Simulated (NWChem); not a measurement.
System: C$_{2}$H$_{4}$BFO$_{2}$; SMILES C=C(F)B(O)O

The following NWChem deck was run.

```
start job
memory heap 200 mb stack 700 mb global 900 mb
geometry units angstroms noautoz
  C     -1.247839    -1.498239     0.000000
  C     -0.129357    -0.776023     0.000000
  F      1.073138    -1.405234     0.000000
  B      0.009090     0.792404     0.000000
  O     -1.108695     1.556280     0.000000
  O      1.243115     1.359740     0.000000
  H     -1.227746    -2.591008     0.000000
  H     -2.208007    -0.980472     0.000000
  H     -0.899315     2.496856     0.000000
  H      1.934215     0.686885     0.000000
end
basis spherical
  C library 6-31g*
  F library 6-31g*
  B library 6-31g*
  O library 6-31g*
  H library 6-31g*
end
dft
  xc pbe0
  iterations 150
  mulliken
end
task dft energy
```

Parts of the log:

```
             Northwest Computational Chemistry Package (NWChem) 7.3.0
             --------------------------------------------------------

 CS  symmetry detected

                             Geometry "geometry" -> ""
                             -------------------------

 Output coordinates in angstroms (scale by  1.889725989 to convert to a.u.)

  No.       Tag          Charge          X              Y              Z
 ---- ---------------- ---------- -------------- -------------- --------------
    1 C                    6.0000    -1.27489297    -1.49084307     0.00000000
    2 C                    6.0000    -0.14474863    -0.78701660     0.00000000
    3 F                    9.0000     1.04729470    -1.43581041     0.00000000
    4 B                    5.0000     0.01933170     0.77893630     0.00000000
    5 O                    8.0000    -1.08581050     1.56099165     0.00000000
    6 O                    8.0000     1.26247050     1.32601376     0.00000000
    7 H                    1.0000    -1.27267505    -2.58379453     0.00000000
    8 H                    1.0000    -2.22646439    -0.95744164     0.00000000
    9 H                    1.0000    -0.86107525     2.49801741     0.00000000
   10 H                    1.0000     1.94247343     0.64194572     0.00000000

 Effective nuclear repulsion energy (a.u.)     219.1008600964

      Symmetry information
      --------------------

 Group name             Cs
 Group number              2
 Group order               2
 No. of unique centers    10

                                 NWChem DFT Module
                                 -----------------

 Summary of "ao basis" -> "ao basis" (spherical)
 ------------------------------------------------------------------------------
       Tag                 Description            Shells   Functions and Types
 ---------------- ------------------------------  ------  ---------------------
 C                           6-31g*                  6       14   3s2p1d
 F                           6-31g*                  6       14   3s2p1d
 B                           6-31g*                  6       14   3s2p1d
 O                           6-31g*                  6       14   3s2p1d
 H                           6-31g*                  2        2   2s

      Symmetry analysis of basis
      --------------------------

        a'         68
        a"         24

            General Information
            -------------------
          SCF calculation type: DFT
          Wavefunction type:  closed shell.
          No. of atoms     :    10
          No. of electrons :    46
           Alpha electrons :    23
            Beta electrons :    23
          Charge           :     0
          Spin multiplicity:     1
          Use of symmetry is: on ; symmetry adaption is: on
          Maximum number of iterations: 150
          AO basis - number of functions:    92
                     number of shells:    44
          Convergence on energy requested:  1.00D-06
          Convergence on density requested:  1.00D-05
          Convergence on gradient requested:  5.00D-04

              XC Information
              --------------
                         PBE0 Method XC Functional
                     Hartree-Fock (Exact) Exchange  0.250
          PerdewBurkeErnzerhof Exchange Functional  0.750
            Perdew 1991 LDA Correlation Functional  1.000 local
           PerdewBurkeErnz. Correlation Functional  1.000 non-local

             Grid Information
             ----------------
          Grid used for XC integration:  medium
          Radial quadrature: Mura-Knowles
          Angular quadrature: Lebedev.
          Tag              B.-S. Rad. Rad. Pts. Rad. Cut. Ang. Pts.
          ---              ---------- --------- --------- ---------
          C                   0.70       49          10.0       434
          F                   0.50       49          11.0       434
          B                   0.85       49          10.0       434
          O                   0.60       49          11.0       434
          H                   0.35       45          12.0       434
          Grid pruning is: on
          Number of quadrature shells:   474
          Spatial weights used:  Erf1

      Superposition of Atomic Density Guess
      -------------------------------------

 Sum of atomic energies:        -350.72056343

      Non-variational initial energy
      ------------------------------

 Total energy =    -353.284280
 1-e energy   =    -916.080018
 2-e energy   =     343.694878
 HOMO         =      -0.293437
 LUMO         =       0.004926

      Symmetry analysis of molecular orbitals - initial
      -------------------------------------------------

  Numbering of irreducible representations:

     1 a'          2 a"

  Orbital symmetries:

     1 a'          2 a'          3 a'          4 a'          5 a'
     6 a'          7 a'          8 a'          9 a'         10 a'
    11 a'         12 a'         13 a'         14 a'         15 a"
    16 a'         17 a'         18 a"         19 a'         20 a'
    21 a"         22 a'         23 a"         24 a"         25 a'
    26 a'         27 a'         28 a'         29 a"         30 a'
    31 a'         32 a'         33 a'

     ---------------------------------------------
      Total Density - Mulliken Population Analysis
     ---------------------------------------------

[...]
```

Level: PBE0/6-31G* (spherical d). The geometry was optimised at PBE0/def2-SVP.
